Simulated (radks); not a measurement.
Pr18+, configuration [Kr] 4d5.

Calculated with a radial shooting solver on a logarithmic mesh with Libxc functionals: scalar-relativistic Kohn-Sham, BLYP, spin-polarised, spherical densities, finite nucleus; open shells are filled with parallel spins first (spin-orbit coupling, left out, can overturn this in heavy ions); Fermi nuclear charge, rms radius 4.8919 fm.

Energy parts (hartree):
total: -9114.4458
kinetic: 9687.6663
electron-nucleus: -21436.3690
Hartree: 2835.0767
exchange-correlation: -200.8198

Orbitals (lengths in bohr, moments of r in powers of bohr; <r^-3> diverges for s and p1/2; r(90%) holds 90 % of the orbital's charge):
| orbital | occ. | eigenvalue (hartree) | <1/r> | r(90%) | <r^-3> |
|---|---|---|---|---|---|
| 1s up | 1 | -1553.279 | 64.68 | 0.0435 | - |
| 1s down | 1 | -1553.277 | 64.68 | 0.0435 | - |
| 2s up | 1 | -263.7659 | 14.93 | 0.159 | - |
| 2s down | 1 | -263.6519 | 14.93 | 0.159 | - |
| 2p up | 3 | -237.7828 | 14.11 | 0.147 | 8486 |
| 2p down | 3 | -237.6932 | 14.11 | 0.147 | 8491 |
| 3s up | 1 | -69.39141 | 5.452 | 0.398 | - |
| 3s down | 1 | -69.33532 | 5.453 | 0.398 | - |
| 3p up | 3 | -61.16544 | 5.161 | 0.403 | 1730 |
| 3p down | 3 | -61.10230 | 5.162 | 0.402 | 1730 |
| 3d up | 5 | -49.68763 | 4.901 | 0.384 | 237.4 |
| 3d down | 5 | -49.59122 | 4.901 | 0.383 | 237.3 |
| 4s up | 1 | -25.44827 | 2.398 | 0.843 | - |
| 4s down | 1 | -25.12096 | 2.398 | 0.844 | - |
| 4p up | 3 | -22.59738 | 2.249 | 0.884 | 434.2 |
| 4p down | 3 | -22.27314 | 2.247 | 0.887 | 433.4 |
| 4d up | 5 | -18.51259 | 2.055 | 0.941 | 54.12 |
| 4d down | 0 | -18.19585 | 2.051 | 0.946 | 53.98 |
| 5s up | 0 | -12.73149 | 1.255 | 1.55 | - |
| 5s down | 0 | -12.62285 | 1.238 | 1.56 | - |
| 5p up | 0 | -11.60132 | 1.181 | 1.63 | 149.1 |
| 5p down | 0 | -11.51378 | 1.164 | 1.65 | 144.4 |

The highest occupied level is 4d up at -503.75 eV. Summed over all electrons, <r^2> = 7.193 bohr^2, which gives a Langevin (diamagnetic) susceptibility term of -5.7 x 10^-6 cm^3/mol. Spin moment in Bohr magnetons: 5. The electron density at the nucleus is 4.337e+05 e/bohr^3 (large components only). For comparison, the ionisation energy in NIST's Atomic Spectra Database is 516 eV (theoretical). In exact Kohn-Sham theory the highest level is minus the ionisation energy, but local and semilocal functionals leave it too shallow, through self-interaction and a potential that decays too fast; potentials with the right tail come closer.
